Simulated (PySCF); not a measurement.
# Potential energy of TlSe along the bond

Set-up: Tl def2-TZVPP with ECP60, Se def2-TZVPP; scalar-relativistic core potentials (PySCF 2.14). Energies in eV from Tl + Se in their ground configurations at the same level. State: ²Π (doublet), unpaired electrons π ↑.

All columns are PBEsol. A positive dipole means Tl(−)Se(+).

| R (Å) | E (eV) | μ (D) | Mulliken charge on Tl (basis-dependent) | HOMO (eV) | LUMO (eV) | Mayer bond order | ⟨S²⟩ |
| --- | --- | --- | --- | --- | --- | --- | --- |
| 2.337 | -2.551 | -1.29 | 0.28 | -5.17 | -5.72 | 1.21 | 0.75 |
| 2.446 | -2.931 | -1.89 | 0.32 | -5.25 | -5.48 | 1.15 | 0.75 |
| 2.555 | -3.130 | -2.50 | 0.35 | -5.30 | -5.26 | 1.11 | 0.75 |
| 2.636 | -3.195 | -2.94 | 0.36 | -5.27 | -5.10 | 1.08 | 0.75 |
| 2.718 | -3.207 | -3.38 | 0.38 | -5.12 | -4.95 | 1.06 | 0.75 |
| 2.800 | -3.178 | -3.81 | 0.39 | -4.99 | -4.82 | 1.04 | 0.75 |
| 2.908 | -3.094 | -4.36 | 0.40 | -4.83 | -4.65 | 1.01 | 0.75 |
| 3.044 | -2.942 | -5.02 | 0.41 | -4.64 | -4.46 | 0.99 | 0.76 |
| 3.207 | -2.721 | -5.76 | 0.42 | -4.45 | -4.27 | 0.97 | 0.76 |
| 3.425 | -2.404 | -6.67 | 0.44 | -4.24 | -4.06 | 0.94 | 0.76 |

A fit through these points gives, at Re = 2.697 Å, μ = -3.27 D and dμ/dR = -5.34 D/Å; the reduced mass is 57.5 u.

Problem. How strong is the fundamental in the double-harmonic approximation, I = 42.26·(dμ/dR)²/μred km/mol?

Solution. I = 42.26·(-5.34)²/57.5 = 21.0 km/mol at PBEsol.

These are scalar-relativistic numbers at best; spin–orbit coupling would shift them, the dissociation energy most. The state was picked by a PBE0 search and need not be the measured ground state.

At some distances an empty level lies below a filled one, because the occupation is held.
